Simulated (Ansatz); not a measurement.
**Relative stability**

The two ends of one reaction step of GaH$_{5}$SO, closed shell (PBE0-D4/def2-TZVP).

A:

Ga1  (-0.966, -0.315, -0.187)
S2  (1.067, 1.416, -0.467)
H3  (-0.815, -0.984, -1.593)
H4  (-2.106, 0.659, 0.273)
H5  (1.666, 0.559, 0.382)
O6  (-0.052, -1.174, 1.133)
H7  (1.597, 0.818, -1.547)
H8  (-0.393, -0.979, 2.007)
(Å)

B:

```xyz
8
angstrom
Ga -0.7887 0.0826 -0.5255
S 0.9289 1.5415 -0.7159
H -0.8550 -1.0555 -1.5909
H -1.9859 0.6482 0.3129
H 1.0231 -0.3136 1.1030
O 0.2617 -0.9177 1.1042
H 1.5899 0.8331 -1.6453
H -0.1742 -0.8185 1.9573
```

Computed with Ansatz 0.2.0 (basis: def2-TZVPP); correlated methods freeze the cores. Filled d shells of the heavier atoms are correlated. The def2 sets are not built for correlating such inner shells, so the correlated values are less sure here. B3LYP uses VWN-RPA correlation.

**Question.** Which structure is lower at CCSD(T), and by how much? (Judge from chemistry; the value comes from the calculation.)

**Answer.** By the calculation: B, by 13.59 kcal/mol (electronic energy, against the other). By their contacts, A is GaH₅SO ([OH][GaH2][SH2]) and B is GaH₅SO ([OH2][GaH2][SH]).

All methods give the same order:

```tsv
method	E(B) − E(A) (kcal/mol)
SPW92	-15.09
PBE-D4	-13.68
BLYP-D4	-11.64
r2SCAN-D4	-13.98
B97M-V	-14.03
PBE0-D4	-14.91
B3LYP-D4	-12.86
r2SCAN0-D4	-15.05
BHLYP-D4	-14.01
CAM-B3LYP-D4	-12.92
wB97X-V	-13.38
wB97M-V	-14.23
B2PLYP	-13.05
PBE-QIDH	-15.02
RPA on PBE	-11.93
HF	-14.32
MP2	-13.86
CCSD	-13.60
CCSD(T)	-13.59
```

No T1 diagnostic of these runs exceeds 0.014.

Labels in which every atom is bracketed show which atoms are joined, not bond orders.

For scale, one of the runs: CCSD(T)/def2-TZVPP, 191 basis functions, launched by `ansatz run in.yaml --threads 4 --pin off --events-out ev --progress --plain --max-ram 9574MiB`. The run took 72 s on 4 CPU threads of an Intel Xeon (shared host), with 2 GiB of host memory at its peak.
